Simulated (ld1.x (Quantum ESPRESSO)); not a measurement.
Configuration tests for Gd (ultrasoft)

```
Element                 : Gd (Z = 64)
Generator               : ld1.x (Quantum ESPRESSO) 7.5
Type                    : ultrasoft
Functional              : LDA (PZ)
Relativity              : scalar-relativistic
Frozen core             : [Kr] 4d10
Valence charge          : 18
Reference configuration : 4f7 5s2 5p6 5d1 6s2 6p0
Partial waves           : 5s (bound): rcut 2.15, rcutus 2.40 bohr; 6s (bound): rcut 2.15, rcutus 2.40 bohr; 5p (bound): rcut 2.05, rcutus 2.60 bohr; 6p (bound, empty): rcut 2.05, rcutus 2.60 bohr; 5d (bound): rcut 2.85, rcutus 3.80 bohr; 5d channel at 0.55 Ry: rcut 2.85, rcutus 3.80 bohr; 4f (bound): rcut 0.95, rcutus 1.05 bohr; 4f channel at 1.85 Ry: rcut 0.95, rcutus 1.05 bohr
Local potential         : all-electron potential smoothed inside 2.66 bohr (lloc = -2)
Core correction         : Bessel-smoothed model core inside 0.65 bohr
Augmentation charge     : PSQ, inside the norm-conserving radii
```

Energies are relative to the spin-unpolarised reference configuration 4f7 5s2 5p6 5d1 6s2 6p0; without spin polarisation the order of configurations can differ from experiment. Not all tests gave a result: test run stopped at test 4 of 9 (negative rho).

| valence configuration | charge | ΔE all-electron (eV) | error AE − PS (meV) |
| --- | --- | --- | --- |
| 4f7 5s2 5p6 5d1 6s1 6p0 | +1 | 6.856 | -6.4 |
| 4f7 5s2 5p6 5d1 6s0 6p0 | +2 | 19.233 | -39 |
| 4f7 5s2 5p6 5d0 6s0 6p0 | +3 | 39.279 | -28 |

Levels in the configuration 4f7 5s2 5p6 5d0 6s0 6p0:

```tsv
level	all-electron (eV)	pseudo (eV)
4f	-34.031	-34.567
5s	-74.936	-75.092
5p	-52.067	-52.088
```
